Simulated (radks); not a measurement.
Values are calculated unless marked as measured or tabulated.
Question: These are the eigenvalues of the occupied orbitals of an atom or ion with whole-number occupations (Ry). Level of theory: Dirac Kohn-Sham, PBE, spin-unpolarised, spherical densities, finite nucleus; Fermi nuclear charge, rms radius of each element as measured or else 0.836 A^(1/3) + 0.57 fm (a radial shooting solver on a logarithmic mesh with Libxc functionals).

1s1/2: -4225.126
2s1/2: -721.1935
2p1/2: -687.6546
2p3/2: -620.2737
3s1/2: -172.6728
3p1/2: -157.9396
3p3/2: -143.7877
3d3/2: -118.5589
3d5/2: -115.4675
4s1/2: -45.18273
4p1/2: -39.26774
4p3/2: -36.01226
4d3/2: -26.23440
4d5/2: -25.62861
5s1/2: -15.47247
4f5/2: -13.62491
4f7/2: -13.51852
5p1/2: -13.50049
5p3/2: -12.82226

Which element is it, and in what charge state? The configuration may be excited.

Answer: Z = 68, erbium, charge +10: Er10+ in [Kr] 4d10 4f(5/2: 6, 7/2: 2) 5s2 5p(1/2: 1, 3/2: 1). The list shows which subshells hold electrons but not how many an open one holds; the 1s level, -2112.6 hartree, gives Z - s = 65.0 by -(Z - s)^2/2, which with screening and relativity narrows Z to a few neighbours, and the depths of the outer levels then fix element, charge and occupations together.
